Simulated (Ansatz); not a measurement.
Species: C9H9NSi, SMILES `[SiH3]c1cccc2ncccc12` (charge 0, multiplicity 1), formula C$_{9}$H$_{9}$NSi.

Problem. How many basis functions does Ansatz (an electronic-structure program) with frozen-core CCSD(T)/cc-pVDZ // PBE-D3(BJ)/def2-SVP use, how many core orbitals are frozen, and how many electrons are correlated?

Solution. 203 basis functions and 15 frozen orbitals, which leaves 54 correlated electrons. Core time is of the order of minutes.
